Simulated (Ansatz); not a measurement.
Geometry optimisation, Ansatz 0.2.0, UHF/def2-SVP.

Input:

```yaml
crystal:
  periodic: [false, false, false]
  atoms:
    - { symbol: W, position_ang: [0.37723, 0.35023, 0.346971] }
    - { symbol: F, position_ang: [-0.106357, 1.068684, 2.038886] }
    - { symbol: O, position_ang: [1.968458, -0.389672, -0.349266] }
    - { symbol: H, position_ang: [2.219309, -0.9068, -1.119983] }
    - { symbol: H, position_ang: [0.329412, 1.828875, -0.481854] }
    - { symbol: H, position_ang: [-1.296321, 0.076114, 0.320234] }
    - { symbol: F, position_ang: [0.466628, -1.483216, 1.894642] }
    - { symbol: H, position_ang: [-0.258689, -0.331032, -1.078843] }
    - { symbol: "N", position_ang: [-0.616378, -0.472783, 3.938632] }
    - { symbol: H, position_ang: [-0.069725, -1.311134, 2.699032] }
    - { symbol: H, position_ang: [-0.516467, 0.488834, 4.251847] }
magnetization:
  spin_polarized: true
  initial_magnetization: 1
basis:
  gaussian: { orbitals: def2-SVP }
hamiltonian:
  xc: hf
relax:
  f_tol: 0.03
  max_steps: 50
```

Command:

```bash
$ ansatz run input.yaml --threads 4 --pin off --max-ram 5120MiB --backend cpu --events-out ev --progress --plain --runs-dir out
```

Where does it end, and by what steps?

It converged. The force dipped under the threshold on the way, but the program's further checks kept it going. After 20 steps the energy has fallen by 0.679 eV; H8 moved furthest, 1.21 Å.

```csv
step,energy less start (eV),largest force component (eV/Å),accepted
0,0.0000,1.540,yes
1,-0.0848,2.048,yes
2,-0.1646,1.721,yes
3,-0.2751,0.441,yes
4,-0.3508,0.516,yes
5,-0.4150,1.093,yes
6,-0.4838,1.341,yes
7,-0.5785,0.480,yes
8,-0.5758,1.123,no
9,-0.6199,0.559,yes
10,-0.6387,0.537,yes
11,-0.6640,0.459,yes
12,-0.6466,0.401,no
13,-0.6751,0.189,yes
14,-0.6768,0.075,yes
15,-0.6759,0.156,no
16,-0.6781,0.029,yes
17,-0.6785,0.030,yes
18,-0.6787,0.039,yes
19,-0.6790,0.035,yes
20,-0.6791,0.028,yes
```

```xyz
11
Properties=species:S:1:pos:R:3
W 0.240 0.348 0.071
F -0.029 1.203 1.758
O 1.824 -0.500 -0.499
H 2.103 -1.352 -0.192
H 0.484 1.837 -0.670
H -1.084 -0.675 -0.215
F 0.633 -1.357 1.820
H -0.730 0.775 -1.225
N -0.414 -0.463 4.159
H 0.293 -1.112 2.648
H -0.823 0.214 4.805
```

Whether the end is a true minimum wasn't checked by a vibrational analysis.

The run took 91 s on 4 threads of Arm Neoverse V1, on a shared host, peak memory 0.37 GiB.
